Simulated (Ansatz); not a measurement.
Sb₃P⁺, that is PSbSbSb tetrahedron with one electron fewer. The state is a doublet with charge 1. Geometry r2SCAN-D4/def2-SVP, that of the neutral singlet.

Cartesian coordinates in Å:
```
P -0.8861 1.1950 0.0885
Sb 1.3249 0.4352 -0.9774
Sb -0.9206 -1.2503 -0.6997
Sb 0.4817 -0.3800 1.5886
```

In the def2 sets Sb takes a core potential; there is no spin–orbit coupling. At PBE-D4/def2-TZVP the gap within one spin of the charge 1 doublet nearly closes, so an electron or hole may be smeared out by delocalisation error.

(1) Estimate the α-spin orbital energies around the gap (eV) in Ansatz with PBE-D4/def2-TZVP, r2SCAN-D4/def2-TZVP, PBE0-D4/def2-TZVP.

Answers

(1) 
| orbital | PBE-D4/def2-TZVP | r2SCAN-D4/def2-TZVP | PBE0-D4/def2-TZVP |
| --- | --- | --- | --- |
| HOMO−5 | -12.39 | -12.72 | -13.37 |
| HOMO−4 | -11.81 | -12.12 | -12.75 |
| HOMO−3 | -11.72 | -12.00 | -12.66 |
| HOMO−2 | -11.18 | -11.48 | -12.11 |
| HOMO−1 | -10.98 | -11.33 | -11.90 |
| HOMO | -10.58 | -10.82 | -11.44 |
| LUMO | -7.24 | -7.27 | -6.67 |
| LUMO+1 | -7.11 | -7.07 | -6.47 |
| LUMO+2 | -6.96 | -6.87 | -6.31 |
| LUMO+3 | -6.58 | -6.40 | -5.84 |
| LUMO+4 | -6.29 | -6.07 | -5.53 |
| LUMO+5 | -6.25 | -6.03 | -5.50 |
| β HOMO | -10.46 | -10.70 | -11.30 |
| β LUMO | -10.42 | -10.38 | -9.78 |
